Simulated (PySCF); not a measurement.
Sn(Me)4 (C4H12Sn), SMILES [CH3][Sn]([CH3])([CH3])[CH3].

Geometry: PBE0-D3(BJ)/def2-SVP. The isomer is the one that the SMILES or the coordinates give; other isomers of the formula were not compared. The def2 effective core potentials stand for the cores of Sn; spin–orbit coupling is left out.

Computed with PBE/def2-TZVP in PySCF.

Symmetry labels are those of the subgroup D2 that the program uses (full group Td).

Q: List the valence orbital energies around the gap with their symmetry. (The exact figures need the calculation; the answer reports its results.)

A: 
```json
[
 {"orbital": "HOMO−7", "symmetry": "A", "energy (eV)": "-9.43"},
 {"orbital": "HOMO−6", "symmetry": "A", "energy (eV)": "-9.43"},
 {"orbital": "HOMO−5", "symmetry": "B1", "energy (eV)": "-9.26"},
 {"orbital": "HOMO−4", "symmetry": "B3", "energy (eV)": "-9.26"},
 {"orbital": "HOMO−3", "symmetry": "B2", "energy (eV)": "-9.26"},
 {"orbital": "HOMO−2", "symmetry": "B1", "energy (eV)": "-6.48"},
 {"orbital": "HOMO−1", "symmetry": "B2", "energy (eV)": "-6.48"},
 {"orbital": "HOMO", "symmetry": "B3", "energy (eV)": "-6.48"},
 {"orbital": "LUMO", "symmetry": "A", "energy (eV)": "-0.21"},
 {"orbital": "LUMO+1", "symmetry": "B1", "energy (eV)": "0.49"},
 {"orbital": "LUMO+2", "symmetry": "B2", "energy (eV)": "0.49"},
 {"orbital": "LUMO+3", "symmetry": "B3", "energy (eV)": "0.49"}
]
```
